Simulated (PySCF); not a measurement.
## A survey of ¹⁹F NMR shifts

Method: coordinates at the GFN2-xTB level, PBE0/pcSseg-1 with gauge-including orbitals, in PySCF 2.14.0 with density-fitted response routines (averaged over atoms made equivalent by symmetry, fast rotation or ring inversion, a single conformation, gas phase, non-relativistic Hamiltonian).

Shieldings were converted by a linear fit to measured shifts: ¹⁹F: δ = 146.13 − 0.903σ +14.6 on sp3 carbon (rms 6.0 ppm, 223 shifts, 7.0 ppm with the 5 outliers that the fit left out vs CFCl3, solution or neat liquid). A few per cent of atoms miss by over 2 rms, more outside the fitted compound classes.

(1) Give the ¹⁹F shifts of `FC[C@H]1C/C1=C/Cl`, `C[C@@H]1CC(OC(F)F)=C(Cl)S1`, `FC1=C[C@H](F)C(F)=CO1`, `C=C[C@@H]1C[P@]1(=O)C(F)(F)F`, `N[SiH2][C@@H]([SiH3])[SiH2]C(F)(F)F`, `FC1=C(Cl)CCC1`.

(2) Match the shifts -62.8, -122.0, -213.3 ppm to `CC(=O)C/P=C/C(F)(F)F`, `FC[C@H]1C/C1=C/Cl`, `CC=C=C[C@@H](F)Cl`.

Answers

(1) 
```csv
compound,environment,δ (ppm)
FC[C@H]1C/C1=C/Cl,fluorine on an sp3 carbon,-213.3
[CH3:1][C@@H:2]1[CH2:3][C:4]([O:5][CH:6]([F:7])[F:8])=[C:9]([Cl:10])[S:11]1,F8: fluorine of a CF2 group,-71.1
[CH3:1][C@@H:2]1[CH2:3][C:4]([O:5][CH:6]([F:7])[F:8])=[C:9]([Cl:10])[S:11]1,F7: fluorine of a CF2 group,-82.5
[F:1][C:2]1=[CH:3][C@H:4]([F:5])[C:6]([F:7])=[CH:8][O:9]1,F1: vinylic fluorine,-89.2
[F:1][C:2]1=[CH:3][C@H:4]([F:5])[C:6]([F:7])=[CH:8][O:9]1,F5: fluorine on an sp3 carbon,-119.5
[F:1][C:2]1=[CH:3][C@H:4]([F:5])[C:6]([F:7])=[CH:8][O:9]1,F7: vinylic fluorine,-157.8
C=C[C@@H]1C[P@]1(=O)C(F)(F)F,fluorine of a CF3 group (×3),-63.4
N[SiH2][C@@H]([SiH3])[SiH2]C(F)(F)F,fluorine of a CF3 group (×3),-55.4
FC1=C(Cl)CCC1,vinylic fluorine,-121.3
```

(2) -62.8: CC(=O)C/P=C/C(F)(F)F (fluorine of a CF3 group); -122.0: CC=C=C[C@@H](F)Cl (fluorine on an sp3 carbon); -213.3: FC[C@H]1C/C1=C/Cl (fluorine on an sp3 carbon).
